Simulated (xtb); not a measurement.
xtb input (GFN1-xTB):

```bash
xtb mol.xyz --gfn 1 --sp --chrg 0 --uhf 0
```
mol.xyz:
```
2

Lu    -0.00000000    -0.00000000    -0.02644740
H      0.00000000     0.00000000     1.87776509
```

Output:

```
           -------------------------------------------------
          |                Calculation Setup                |
           -------------------------------------------------

           -------------------------------------------------
          |                 G F N 1 - x T B                 |
           -------------------------------------------------

        Reference                      10.1021/acs.jctc.7b00118
      * Hamiltonian:
        H0-scaling (s, p, d)           1.850000    2.250000    2.000000
        zeta-weighting                 0.000000
      * Dispersion:
        s8                             2.400000
        a1                             0.630000
        a2                             5.000000
        s9                             0.000000
      * Repulsion:
        kExp                           1.500000
        rExp                           1.000000
      * Coulomb:
        alpha                          2.000000
        third order                    atomic
        anisotropic                    false
      * Halogen bond correction:
        rad-scale                      1.300000
        damping                        0.440000

          ...................................................
          :                      SETUP                      :
          :.................................................:
          :  # basis functions                  12          :
          :  # atomic orbitals                  11          :
          :  # shells                            5          :
          :  # electrons                         4          :
          :  # halogen bonds                     0          :
          :  max. iterations                   250          :
          :  Hamiltonian                  GFN1-xTB          :
          :  restarted?                      false          :
          :  GBSA solvation                  false          :
          :  PC potential                    false          :
          :  electronic temp.          300.0000000     K    :
          :  accuracy                    1.0000000          :
          :  -> integral cutoff          0.2500000E+02      :
          :  -> integral neglect         0.1000000E-07      :
          :  -> SCF convergence          0.1000000E-05 Eh   :
          :  -> wf. convergence          0.2000000E-04 e    :
          :  Broyden damping             0.4000000          :
          :  net charge                          0          :
          :  unpaired electrons                  0          :
          ...................................................

 iter      E             dE          RMSdq      gap      omega  full diag
   1     -1.2088583 -0.120886E+01  0.433E+00    0.34       0.0  T
   2     -1.2097630 -0.904696E-03  0.279E+00    0.39       1.0  T
   3     -1.2097633 -0.266183E-06  0.318E-01    0.39       1.0  T
   4     -1.2097689 -0.556470E-05  0.155E-02    0.39       4.6  T
   5     -1.2097689 -0.262223E-07  0.683E-03    0.39      10.4  T
   6     -1.2097689 -0.274031E-08  0.950E-05    0.39     744.4  T
   7     -1.2097689 -0.994760E-12  0.135E-05    0.39    5223.8  T

   *** convergence criteria satisfied after 7 iterations ***

         #    Occupation            Energy/Eh            Energy/eV
      -------------------------------------------------------------
         1        2.0000           -0.3971400             -10.8067
         2        1.9978           -0.1811550              -4.9295 (HOMO)
         3        0.0005           -0.1668938              -4.5414 (LUMO)
         4        0.0005           -0.1668938              -4.5414
         5        0.0005           -0.1668938              -4.5414
         6        0.0005           -0.1668938              -4.5414
         7        0.0000           -0.1587454              -4.3197
       ...           ...                  ...                  ...
        11                          0.4888023              13.3010
      -------------------------------------------------------------
                  HL-Gap            0.0142612 Eh            0.3881 eV
             Fermi-level           -0.1746833 Eh           -4.7534 eV

 SCC (total)                   0 d,  0 h,  0 min,  0.002 sec
 SCC setup                      ...        0 min,  0.000 sec (  6.302%)
 Dispersion                     ...        0 min,  0.000 sec (  3.823%)
 classical contributions        ...        0 min,  0.000 sec (  1.807%)
 integral evaluation            ...        0 min,  0.000 sec ( 17.559%)
 iterations                     ...        0 min,  0.001 sec ( 46.557%)
 molecular gradient             ...        0 min,  0.000 sec (  9.788%)
 printout                       ...        0 min,  0.000 sec ( 13.659%)

         :::::::::::::::::::::::::::::::::::::::::::::::::::::
         ::                     SUMMARY                     ::
         :::::::::::::::::::::::::::::::::::::::::::::::::::::
         :: total energy              -1.208692664171 Eh    ::
         :: gradient norm              0.004961456956 Eh/a0 ::
         :: HOMO-LUMO gap              0.388067753348 eV    ::
         ::.................................................::
         :: SCC energy                -1.209768898406 Eh    ::
         :: -> electrostatic           0.026365898602 Eh    ::
         :: repulsion energy           0.001283877957 Eh    ::
         :: dispersion energy         -0.000207643723 Eh    ::
         :: halogen bond corr.         0.000000000000 Eh    ::
         :: add. restraining           0.000000000000 Eh    ::
         :: total charge              -0.000000000000 e     ::
         :::::::::::::::::::::::::::::::::::::::::::::::::::::

           -------------------------------------------------
          |                Property Printout                |
           -------------------------------------------------

    * Orbital Energies and Occupations

         #    Occupation            Energy/Eh            Energy/eV
      -------------------------------------------------------------
         1        2.0000           -0.3971400             -10.8067
         2        1.9978           -0.1811550              -4.9295 (HOMO)
         3        0.0005           -0.1668938              -4.5414 (LUMO)
         4        0.0005           -0.1668938              -4.5414
         5        0.0005           -0.1668938              -4.5414
         6        0.0005           -0.1668938              -4.5414
         7        0.0000           -0.1587454              -4.3197
         8                         -0.0395933              -1.0774
         9                         -0.0395933              -1.0774
        10                          0.0359364               0.9779
        11                          0.4888023              13.3010
      -------------------------------------------------------------
                  HL-Gap            0.0142612 Eh            0.3881 eV
             Fermi-level           -0.1746833 Eh           -4.7534 eV

  Mulliken/CM5 charges         n(s)   n(p)   n(d)
     1Lu    0.40567  0.39744   1.443  0.524  0.627
     2H    -0.40567 -0.39744   1.406  0.000  0.000

Wiberg/Mayer (AO) data.
largest (>0.10) Wiberg bond orders for each atom

 ---------------------------------------------------------------------------
     #   Z sym  total        # sym  WBO       # sym  WBO       # sym  WBO
 ---------------------------------------------------------------------------
     1  71 Lu   0.974 --     2 H    0.974
     2   1 H    0.974 --     1 Lu   0.974
 ---------------------------------------------------------------------------

Topologies differ in total number of bonds
Writing topology from bond orders to xtbtopo.mol

 dipole moment from electron density (au)
     X       Y       Z
  -0.0000   0.0000  -1.3487  total (Debye):    3.428
Note: The following floating-point exceptions are signalling: IEEE_DENORMAL
normal termination of xtb

           -------------------------------------------------
          | TOTAL ENERGY               -1.208692664171 Eh   |
          | GRADIENT NORM               0.004961456956 Eh/α |
          | HOMO-LUMO GAP               0.388067753348 eV   |
           -------------------------------------------------

------------------------------------------------------------------------
------------------------------------------------------------------------
 total:
 SCF:
```
